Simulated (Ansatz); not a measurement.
A nudged elastic band was laid between two geometries of C2H7BOS (12 atoms, charge 0, multiplicity 1).

Computed with RKS PBE-D4/def2-mTZVP in Ansatz.

```json
{"movable images": "7", "climbing image": "yes", "spring": "5.0 eV/Å²", "optimiser": "quadratic models (default)", "start path": "IDPP", "force threshold": "0.05 eV/Å", "iteration limit": "60", "end points": "relaxed"}
```

First end point:

```xyz
12
Properties=species:S:1:pos:R:3
C -0.809 0.611 0.987
C 0.278 -0.300 0.428
S 1.851 0.714 0.276
B 0.139 -0.769 -1.074
O -0.758 -0.234 -1.956
H -0.566 0.968 1.998
H -0.964 1.506 0.362
H -1.765 0.068 1.047
H 0.483 -1.120 1.130
H 2.666 -0.316 -0.092
H 0.857 -1.629 -1.516
H -1.335 0.446 -1.556
```

Last end point:

```xyz
12
Properties=species:S:1:pos:R:3
C -1.058 0.299 1.033
C 0.228 -0.225 0.375
S 1.464 1.176 0.349
B -0.076 -0.772 -1.085
O 0.350 -0.121 -2.193
H -0.874 0.642 2.061
H -1.488 1.138 0.466
H -1.814 -0.499 1.067
H 0.645 -1.015 1.020
H 2.567 0.410 0.104
H -0.735 -1.769 -1.245
H 0.868 0.680 -1.918
```

**Question.** Which bonds break or form, and what moves?

**Answer.** No bond is made or broken. The dihedral C1–C2–B4–H11 goes from -170 to -68°.

**Question.** Give the energies along the band, and the barrier.

**Answer.** It converged. The highest image is number 3 of 0 to 8, 1.1 kcal/mol above the first end and 3.4 kcal/mol above the last; the last end lies 2.3 kcal/mol below the first. A vibrational analysis at the climbing image gives one clearly imaginary mode, 145i cm⁻¹: a first-order saddle point.

```csv
image,path coordinate (Å),energy (kcal/mol),dihedral C1–C2–B4–H11 (°)
0,0.00,0.0,-170
1,0.44,0.3,-159
2,0.88,0.9,-146
3,1.33,1.1,-133
4,1.76,0.8,-120
5,2.19,-0.1,-107
6,2.62,-1.1,-94
7,3.05,-2.0,-81
8,3.48,-2.3,-68
```

**Question.** What is the geometry of the highest image?

**Answer.** 
```xyz
12
Properties=species:S:1:pos:R:3
C -0.908 0.448 1.027
C 0.284 -0.306 0.437
S 1.713 0.904 0.351
B 0.082 -0.832 -1.047
O -0.418 -0.052 -2.047
H -0.683 0.847 2.027
H -1.217 1.298 0.397
H -1.773 -0.225 1.119
H 0.581 -1.108 1.127
H 2.617 0.056 -0.223
H 0.374 -1.956 -1.367
H -0.574 0.872 -1.766
```

**Question.** What are the harmonic wavenumbers there?

**Answer.** 145i, 162, 200, 217, 242, 286, 530, 605, 661, 810, 837, 869, 967, 994, 1041, 1092, 1152, 1204, 1297, 1354, 1385, 1460, 1478, 2547, 2563, 2961, 3002, 3025, 3035, 3640 cm⁻¹.

The band took 5 iterations and about 120 core-seconds.

Time of the run: 61 s on 2 threads of INTEL(R) XEON(R) PLATINUM 8581C CPU @ 2.10GHz (Emerald Rapids), with other jobs on the host, peak memory 0.18 GiB.
